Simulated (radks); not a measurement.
Values are calculated unless marked as measured or tabulated.
Task: Radial electron density D(r) = 4 pi r^2 rho(r) of an atom or ion with 33 electrons. Code: a radial shooting solver on a logarithmic mesh with Libxc functionals. Model: scalar-relativistic Kohn-Sham, PBEsol, spin-polarised, spherical densities, finite nucleus; Fermi nuclear charge, rms radius of each element as measured or else 0.836 A^(1/3) + 0.57 fm.

r (bohr)  D(r) (e/bohr)   spin D(r)
0.00169           5.457   -0.000121
0.001905          6.639   -0.000130
0.002165          8.156   -0.000130
0.002442          9.856   -0.000114
0.002753          11.86  -0.0000724
0.003129          14.39   0.0000219
0.003528          17.16    0.000186
0.004009          20.57    0.000490
0.004521          24.22    0.000967
0.005097          28.31     0.00173
0.005793          33.15     0.00302
0.006531          38.08     0.00492
0.007364          43.30     0.00780
0.00837           49.04      0.0125
0.009437          54.38      0.0190
0.01073           59.78      0.0294
0.01209           64.27      0.0437
0.01363           67.92      0.0639
0.0155            70.60      0.0944
0.01747           71.77       0.134
0.01986           71.51       0.192
0.02239           70.02       0.263
0.02525           67.68       0.353
0.02869           64.97       0.471
0.03235           63.04       0.601
0.03648           62.56       0.742
0.04146           64.41       0.892
0.04674           68.60        1.01
0.05312           75.27        1.08
0.0599            82.41        1.07
0.06753           88.72       0.964
0.07676           92.50       0.737
0.08654           91.91       0.451
0.09758           87.10       0.167
0.1109            78.78     -0.0108
0.125             70.64      0.0579
0.1421            64.89       0.459
0.1602            64.24        1.10
0.1807            67.91        1.80
0.2053            73.64        2.29
0.2315            76.60        2.24
0.2631            73.50        1.56
0.2967            63.95       0.639
0.3345            50.19      0.0105
0.3802            35.25       0.309
0.4286            24.57        1.71
0.4833            18.32        3.81
0.5493            15.17        5.82
0.6193            13.20        6.62
0.7039            10.43        5.94
0.7936            7.142        4.33
0.8948            4.045        2.55
1.017             1.745        1.14
1.147            0.6245       0.420
1.293            0.1730       0.120
1.469           0.03213      0.0231
1.657          0.004774     0.00355
1.883         0.0004229    0.000326

What is the nuclear charge?

Result: Z = 55. The innermost maximum, from 1s, lies near gamma/Z bohr with gamma = sqrt(1 - (Z/c)^2) = 0.916, here 0.0167 bohr (found: 0.0182), and its height grows with Z. The density is that of the caesium ion Cs22+ in [Ar] 3d10 4s2 4p3; the configuration itself is not fixed sharply by these data, and Z only to a few units. D(r) has 3 maxima, at r = 0.0182, 0.0805, 0.233 bohr, and minima at 0.0353, 0.153 bohr, inside which lie 1.97, 11.08 electrons.
